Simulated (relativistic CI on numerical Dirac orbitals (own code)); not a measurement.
Fe³⁺: 3s photoemission

Computed with this model: Dirac-Coulomb-Breit CI, separate exchange-only KLI orbitals for each configuration, a model potential for QED, valence Slater integrals scaled by 0.9, multiplet model of photoemission in the sudden approximation; configurations [Ar] 3d5 → [Ne] 3s 3p6 3d5; 80 K; Lorentzian 2.1 eV and Gaussian 0.6 eV FWHM. Energies are those of the free ion, without screening or charge transfer. The energies are binding energies and can lie tens of eV above those of solids. Without intra-shell correlation the exchange splitting of an s hole comes out too large, often by half or more. S is read from ⟨S²⟩ = S(S + 1).

free ion: ground-state S = 2.50, centroid 149.24 eV. Peaks (eV, height): 143.4 (100), 157.4 (72).

Strongest unbroadened transitions for free ion:

| Energy (eV) | Relative strength |
| --- | --- |
| 143.43 | 100.0 |
| 150.92 | 0.0 |
| 157.38 | 71.4 |
| 159.95 | 0.0 |
| 160.28 | 0.0 |
